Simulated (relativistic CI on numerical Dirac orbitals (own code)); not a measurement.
# How well does a small relativistic CI reproduce Mn4+?

Computed by Dirac-Coulomb-Breit CI, orbitals from a KLI potential per configuration, QED by a radiative potential, valence Slater integrals scaled by 0.85, P86 correlation estimate, and configurations built on the next ion tied to the tabulated ionisation energy (semi-empirical) (own radial code, finite nucleus).

CI space (outside the closed core [Ne]): 3s2 3p6 3d3, 3s2 3p6 3d2 4s, 3s2 3p6 3d2 4p, 3s2 3p6 3d2 4d, 3s2 3p6 3d2 5s, 3s2 3p6 3d2 4f, 3s2 3p5 3d4, 3s2 3p4 3d5, 3s2 3p6 3d2 5p, 3s2 3p6 3d 4s2, 3s2 3p6 3d2 5d, 3s 3p6 3d4, 3s2 3p6 3d 4s 4p, 3s2 3p6 3d2 5f, 3s2 3p6 3d2 5g, 3s2 3p6 3d 4p2, 3s2 3p6 3d 4s 4d, 3s2 3p5 3d3 4s, 3s2 3p6 3d 4p 4d. Levels of other configurations are missing.

| Configuration | Term (tabulated) | J | Measured (cm⁻¹) | Computed | Error | Purity (%) |
| --- | --- | --- | --- | --- | --- | --- |
| 3s2 3p6 3d3 | 4F | 3/2 | 0.0 | 0 | 0 | 99 |
| 3s2 3p6 3d3 | 4F | 5/2 | 359.0 | 345 | -14 | 99 |
| 3s2 3p6 3d3 | 4F | 7/2 | 835.1 | 805 | -30 | 99 |
| 3s2 3p6 3d3 | 4F | 9/2 | 1412.2 | 1362 | -50 | 99 |
| 3s2 3p6 3d3 | 4P | 1/2 | 16434.0 | 15441 | -993 | 98 |
| 3s2 3p6 3d3 | 4P | 3/2 | 16594.6 | 15585 | -1009 | 96 |
| 3s2 3p6 3d3 | 4P | 5/2 | 17048.6 | 16040 | -1009 | 98 |
| 3s2 3p6 3d3 | 2G | 7/2 | 17892.4 | 17258 | -635 | 99 |
| 3s2 3p6 3d3 | 2G | 9/2 | 18398.8 | 17753 | -646 | 98 |
| 3s2 3p6 3d3 | 2P | 3/2 | 22918.8 | 20864 | -2055 | 63 |
| 3s2 3p6 3d3 | 2P | 1/2 | 23081.6 | 20980 | -2101 | 98 |
| 3s2 3p6 3d3 | 2D2 | 5/2 | 24630.0 | 22591 | -2039 | 98 |
| 3s2 3p6 3d3 | 2D2 | 3/2 | 24670.5 | 22566 | -2105 | 64 |
| 3s2 3p6 3d3 | 2H | 9/2 | 24974.8 | 24681 | -294 | 98 |
| 3s2 3p6 3d3 | 2H | 11/2 | 25333.8 | 25034 | -300 | 99 |
| 3s2 3p6 3d3 | 2F | 7/2 | 40423.3 | 38554 | -1869 | 99 |
| 3s2 3p6 3d3 | 2F | 5/2 | 40707.1 | 38827 | -1880 | 99 |
| 3s2 3p6 3d3 | 2D1 | 5/2 | 62608.2 | 58039 | -4569 | 98 |
| 3s2 3p6 3d3 | 2D1 | 3/2 | 62853.5 | 58310 | -4544 | 98 |
| 3s2 3p6 3d2 4s | 4F | 3/2 | 176945.5 | 182114 | 5169 | 100 |
| 3s2 3p6 3d2 4s | 4F | 5/2 | 177326.2 | 182479 | 5152 | 99 |
| 3s2 3p6 3d2 4s | 4F | 7/2 | 177872.6 | 183002 | 5130 | 100 |
| 3s2 3p6 3d2 4s | 4F | 9/2 | 178572.2 | 183676 | 5104 | 100 |
| 3s2 3p6 3d2 4s | 2F | 5/2 | 183537.8 | 188352 | 4814 | 99 |
| 3s2 3p6 3d2 4s | 2F | 7/2 | 184633.3 | 189405 | 4772 | 99 |
| 3s2 3p6 3d2 4p | 4G° | 5/2 | 241907.1 | 245450 | 3543 | 91 |
| 3s2 3p6 3d2 4p | 4G° | 7/2 | 242766.9 | 246259 | 3492 | 90 |
| 3s2 3p6 3d2 4p | 4F° | 3/2 | 243120.9 | 246227 | 3106 | 94 |
| 3s2 3p6 3d2 4p | 4F° | 5/2 | 243678.5 | 246764 | 3085 | 94 |
| 3s2 3p6 3d2 4p | 4G° | 9/2 | 243803.1 | 247241 | 3438 | 89 |
| 3s2 3p6 3d2 4p | 4F° | 7/2 | 244382.1 | 247445 | 3063 | 92 |
| 3s2 3p6 3d2 4p | 4G° | 11/2 | 245046.7 | 248457 | 3411 | 100 |
| 3s2 3p6 3d2 4p | 4F° | 9/2 | 245135.6 | 248184 | 3049 | 88 |
| 3s2 3p6 3d2 4p | 2F° | 5/2 | 245497.8 | 248786 | 3288 | 64 |
| 3s2 3p6 3d2 4p | 2D° | 3/2 | 246161.2 | 250376 | 4215 | 62 |
| 3s2 3p6 3d2 4p | 2F° | 7/2 | 246324.7 | 249484 | 3160 | 56 |
| 3s2 3p6 3d2 4p | 4D° | 1/2 | 246539.1 | 249505 | 2966 | 99 |
| 3s2 3p6 3d2 4p | 4D° † | 5/2 | 246897.6 | 249939 | 3041 | 68 |
| 3s2 3p6 3d2 4p | 4D° † | 3/2 | 247222.1 | 249287 | 2064 | 62 |
| 3s2 3p6 3d2 4p | 4D° † | 7/2 | 247705.2 | 250746 | 3040 | 57 |
| 3s2 3p6 3d2 4p | 2D° | 5/2 | 248088.4 | 251333 | 3244 | 81 |
| 3s2 3p6 3d2 4p | 2G° | 7/2 | 250966.5 | 254233 | 3267 | 99 |
| 3s2 3p6 3d2 4p | 2G° | 9/2 | 251719.6 | 254964 | 3244 | 98 |
| 3s2 3p6 3d2 4p | 2S° | 1/2 | 253893.8 | 258396 | 4503 | 98 |
| 3s2 3p6 3d2 4p | 4S° | 3/2 | 257436.8 | 261338 | 3902 | 84 |
| 3s2 3p6 3d2 4p | 2P° | 3/2 | 259043.8 | 262684 | 3641 | 80 |
| 3s2 3p6 3d2 4p | 2F° | 5/2 | 259583.3 | 263469 | 3886 | 93 |
| 3s2 3p6 3d2 4p | 2P° | 1/2 | 260042.8 | 263560 | 3517 | 97 |
| 3s2 3p6 3d2 4p | 4D° | 1/2 | 260460.8 | 264668 | 4208 | 98 |
| 3s2 3p6 3d2 4p | 2F° | 7/2 | 260680.8 | 264518 | 3837 | 91 |
| 3s2 3p6 3d2 4p | 4D° | 3/2 | 260806.2 | 264993 | 4187 | 94 |
| 3s2 3p6 3d2 4p | 4D° | 5/2 | 261464.4 | 265615 | 4150 | 88 |
| 3s2 3p6 3d2 4p | 2D° | 3/2 | 262252.0 | 266256 | 4004 | 89 |
| 3s2 3p6 3d2 4p | 4D° | 7/2 | 262574.9 | 266677 | 4102 | 92 |
| 3s2 3p6 3d2 4p | 2D° | 5/2 | 262836.1 | 266854 | 4018 | 84 |
| 3s2 3p6 3d2 4p | 4P° | 1/2 | 264400.6 | 268540 | 4140 | 99 |
| 3s2 3p6 3d2 4p | 4P° | 3/2 | 264732.4 | 268855 | 4122 | 98 |
| 3s2 3p6 3d2 4p | 4P° | 5/2 | 265488.4 | 269577 | 4088 | 94 |
| 3s2 3p6 3d2 4p | 2G° | 7/2 | 265579.3 | 267926 | 2346 | 97 |
| 3s2 3p6 3d2 4p | 2G° | 9/2 | 265734.0 | 268061 | 2327 | 98 |
| 3s2 3p6 3d2 4p | 2D° | 5/2 | 269955.4 | 273729 | 3774 | 98 |
| 3s2 3p6 3d2 4p | 2D° | 3/2 | 269968.3 | 273771 | 3803 | 97 |
| 3s2 3p6 3d2 4p | 2H° | 9/2 | 271494.6 | 274172 | 2678 | 99 |
| 3s2 3p6 3d2 4p | 2H° | 11/2 | 272640.4 | 275258 | 2618 | 100 |
| 3s2 3p6 3d2 4p | 2P° | 1/2 | 272982.9 | 276642 | 3659 | 99 |
| 3s2 3p6 3d2 4p | 2P° | 3/2 | 273212.3 | 276862 | 3649 | 97 |
| 3s2 3p6 3d2 4p | 2F° | 7/2 | 276592.0 | 278524 | 1932 | 99 |
| 3s2 3p6 3d2 4p | 2F° | 5/2 | 277398.1 | 279287 | 1889 | 99 |

Measured levels from Corliss and Sugar, J. Phys. Chem. Ref. Data 6, 1253 (1977); pairs were made by configuration, J and term (by order where the table uses no LS term), so strongly mixed levels may be paired wrongly.

Mean error by configuration (cm⁻¹): 3s2 3p6 3d3 -1452; 3s2 3p6 3d2 4s 5023; 3s2 3p6 3d2 4p 3464. Over the excited levels the mean absolute error is 3044 cm⁻¹ (67 of the 67 excited levels that our extract of the source holds in range could be paired), and the median relative error of those above 1,000 cm⁻¹ is 1.5 %. † marks terms whose computed intervals miss the measured ones by more than a factor of 2.5, or configurations far off the rest, from wrong mixing, a near crossing or a doubtful label or measurement; they are left out of the means.
